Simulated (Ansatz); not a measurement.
Name a neutral molecule of F, N, O, Si and H with LUMO energy (ωB97M-V/def2-TZVPP) between 2.15 and 2.45 eV and HOMO energy (PBE0/def2-TZVPP) between -7.90 and -7.60 eV (Ansatz, PBE0-D4/def2-TZVP geometry).

`N[Si@H](F)O[Si@@H](N)O` (2.28 eV, -7.66 eV). Other molecules can fit too; these were computed, each in one conformer that needn't be the lowest.
